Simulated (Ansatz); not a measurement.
The pair A = CHN (SMILES C#N) (first 3 atoms), B = HI (SMILES I); geometry from B3LYP-D3(BJ)/def2-TZVP.
(charge 0, multiplicity 1):
```tsv
atom	x (Å)	y (Å)	z (Å)
C	-0.7573	-0.5720	-0.3179
N	-0.2026	-0.3001	0.6459
H	-1.2741	-0.8261	-1.2163
I	1.7386	0.5988	3.8701
H	0.9181	0.2239	2.5230
```

Frozen-core correlation. Filled d and f shells under p-block atoms count as core. MP2 and its Hartree–Fock in def2-QZVPPD are density fitted.

The values were computed with Ansatz (Gaussian orbitals).  In def2 rows elements past Kr take small-core potentials, without spin–orbit coupling.

The counterpoise-corrected interaction energy is E(AB) − E(A in the pair's basis) − E(B in the pair's basis). Total energies (hartree):

```json
[
 {"level": "HF/def2-TZVPPD", "AB": "-390.1571391", "A in the pair's basis": "-92.9128269", "B in the pair's basis": "-297.2427322"},
 {"level": "MP2/def2-TZVPPD", "AB": "-390.6551344", "A in the pair's basis": "-93.2566876", "B in the pair's basis": "-297.3936814"},
 {"level": "HF/def2-QZVPPD", "AB": "-390.1618514", "A in the pair's basis": "-92.9164376", "B in the pair's basis": "-297.2438755"},
 {"level": "MP2/def2-QZVPPD", "AB": "-390.7002523", "A in the pair's basis": "-93.2816747", "B in the pair's basis": "-297.4135203"},
 {"level": "CCSD(T)/def2-TZVPPD", "AB": "-390.7018860", "A in the pair's basis": "-93.2789765", "B in the pair's basis": "-297.4191070"}
]
```

Q: Work out the counterpoise-corrected interaction energy at the basis-set limit: extrapolate the MP2 correlation part as X⁻³, take Hartree–Fock from the larger set, and add the CCSD(T) − MP2 difference of def2-TZVPPD.

A: 
1. Differences (1 hartree = 627.509 kcal/mol): HF/def2-TZVPPD -0.992; MP2/def2-TZVPPD -2.990; HF/def2-QZVPPD -0.965; MP2/def2-QZVPPD -3.173; CCSD(T)/def2-TZVPPD -2.386.
2. Correlation parts, MP2 less HF: -1.999 in def2-TZVPPD (X = 3), -2.208 in def2-QZVPPD (X = 4).
3. Limit (4³·(-2.208) − 3³·(-1.999))/(4³ − 3³) = -2.361; with HF/def2-QZVPPD it gives -3.326.
4. CCSD(T) less MP2 in def2-TZVPPD: 0.604.
Result: -2.72 kcal/mol, against -2.99 at MP2/def2-TZVPPD. It is an estimate of this method's limit, not of the exact value.

Ansatz is a quantum-chemistry and plane-wave program.
